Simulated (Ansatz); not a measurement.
Stretching the Al1–H2 bond in CH5AlO (SMILES C[O][AlH2]) (multiplicity 1 held, fragments rigid). Energies count from the point at 1.571 Å.
Geometry at that point (charge 0, multiplicity 1):
```
atom    x (Å)    y (Å)    z (Å)
----  -------  -------  -------
Al    -0.4845   0.8978   0.6260
H     -0.4527   1.2177   2.1639
H     -1.2211   1.7731  -0.4631
O      0.3397  -0.4921   0.1337
C      0.5615  -1.1306  -1.1007
H      0.0882  -0.6005  -1.9355
H      1.6351  -1.1935  -1.2991
H      0.1620  -2.1481  -1.0701
```

Signs of static correlation in cc-pV(D+d)Z, with CASSCF(2,2), from Ansatz (a first-principles code) runs.

```
R (Å)  T1 of restricted CCSD  ⟨S²⟩ of UHF  largest double amplitude of restricted CCSD  weight of the CASSCF reference in MRCISD  CASSCF natural occupations
-----  ---------------------  -----------  -------------------------------------------  ----------------------------------------  --------------------------
1.257                  0.014        0.000                                        0.022                                     0.893                   1.99 0.01
1.414                  0.014        0.000                                        0.029                                     0.893                   1.98 0.02
1.571                  0.014        0.000                                        0.040                                     0.893                   1.98 0.02
1.728                  0.014        0.000                                        0.051                                     0.894                   1.97 0.03
1.885                  0.015        0.000                                        0.049                                     0.894                   1.96 0.04
2.121                  0.016        0.000                                        0.111                                     0.894                   1.93 0.07
2.357                  0.017        0.155                                          ___                                     0.895                   1.89 0.11
2.749                  0.024          ___                                        0.273                                     0.895                   1.79 0.21
3.142                  0.035        0.877                                        0.409                                     0.895                   1.62 0.38
3.614                  0.052        0.965                                        0.593                                     0.895                   1.41 0.59
4.242                  0.069        0.997                                        0.805                                     0.895                   1.20 0.80
5.028                  0.078        1.004                                        0.954                                     0.895                   1.07 0.93
```

**Question.** What belongs in the gaps?

**Answer.** 
- 2.357, largest double amplitude of restricted CCSD: 0.165
- 2.749, ⟨S²⟩ of UHF: 0.675

Doubts at one or more of the structures used: a restricted determinant that unrestricted orbitals would lower (R-CCSD(T)/cc-pV(D+d)Z); other coupled-cluster roots lie near (R-CCSD(T)/cc-pV(D+d)Z); T1 above 0.05 (R-CCSD(T)/cc-pV(D+d)Z, U-CCSD(T)/cc-pV(D+d)Z); a spin-contaminated determinant (U-CCSD(T)/cc-pV(D+d)Z).
